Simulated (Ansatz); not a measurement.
`[CH3][GeH2][CH2]O`, one more setting.

```yaml
crystal:
  periodic: [false, false, false]
  atoms:
    - {symbol: C, position_ang: [-1.170456, -1.106081, 0.441991]}
    - {symbol: Ge, position_ang: [-0.392153, 0.703872, 0.601155]}
    - {symbol: C, position_ang: [1.242740, 0.764950, -0.441873]}
    - {symbol: O, position_ang: [0.928612, 0.174335, -1.794095]}
    - {symbol: H, position_ang: [-1.498002, -1.438144, -0.412023]}
    - {symbol: H, position_ang: [-2.060888, -1.100296, 1.220257]}
    - {symbol: H, position_ang: [-0.317069, -1.748248, 0.996622]}
    - {symbol: H, position_ang: [-1.401707, 1.693953, 0.141645]}
    - {symbol: H, position_ang: [0.029110, 0.996616, 1.990100]}
    - {symbol: H, position_ang: [1.605653, 1.754737, -0.684334]}
    - {symbol: H, position_ang: [2.222555, 0.016794, -0.089559]}
    - {symbol: H, position_ang: [0.772641, -0.804004, -1.882092]}
basis:
  gaussian: {orbitals: def2-TZVPP}
hamiltonian: {xc: {name: HF}}
output: {forces: true}
```

```sh
$ ansatz run in.yaml --threads 4 --pin off --events-out ev --progress --plain --max-ram 10444MiB
```

Shortened log:

```
Functional definition: HF
1585 factors; their error is unknown
mean field evaluation 1: about -60693.0275 eV, gradient 4.0e1 eV
mean field evaluation 2: about -60695.7132 eV, gradient 2.4e1 eV
mean field evaluation 4: about -60696.7259 eV, gradient 1.2e0 eV
mean field evaluation 8: about -60697.8831 eV, gradient 6.3e-1 eV
mean field -60697.88353860 eV, -2230.6060775403 hartree, gradient 1.8e-5 eV, S^2 0.000000; 0 other end points of the search recorded, 0 dependent functions left out
reference -60697.88353860 eV, -2230.6060775403 hartree; 30, 30 occupied and 223, 223 virtual orbitals, 1585 factors
Total energy: -60697.88353860 eV, -2230.6060775403 hartree
Atom 0 at    -1.170456    -1.106081     0.441991 Å, force     2.053169     1.097656     8.927399 eV/Å
Atom 1 at    -0.392153     0.703872     0.601155 Å, force    -0.072030    -1.140958    -0.701789 eV/Å
Atom 2 at     1.242740     0.764950    -0.441873 Å, force     2.964579    -4.382059    -2.321763 eV/Å
Atom 3 at     0.928612     0.174335    -1.794095 Å, force    -0.307236    -0.899982     0.389401 eV/Å
Atom 4 at    -1.498002    -1.438144    -0.412023 Å, force    -1.294276    -1.844751    -4.628155 eV/Å
Atom 5 at    -2.060888    -1.100296     1.220257 Å, force     1.843418    -0.190311    -1.791290 eV/Å
Atom 6 at    -0.317069    -1.748248     0.996622 Å, force    -2.319346     0.950695    -1.858991 eV/Å
Atom 7 at    -1.401707     1.693953     0.141645 Å, force    -0.505293     0.866574    -0.377207 eV/Å
Atom 8 at     0.029110     0.996616     1.990100 Å, force     0.039051     0.119657     1.292504 eV/Å
Atom 9 at     1.605653     1.754737    -0.684334 Å, force     0.134772    -0.230222     0.184859 eV/Å
Atom 10 at     2.222555     0.016794    -0.089559 Å, force    -3.131327     2.859777    -0.283701 eV/Å
Atom 11 at     0.772641    -0.804004    -1.882092 Å, force     0.594519     2.793924     1.168732 eV/Å
Dipole moment:    -0.029483    -0.196955     0.247672 e Å
```

It took 2.6 s on 4 threads of an Arm Neoverse V2 on a shared host, with 0.77 GiB of host memory at the peak.
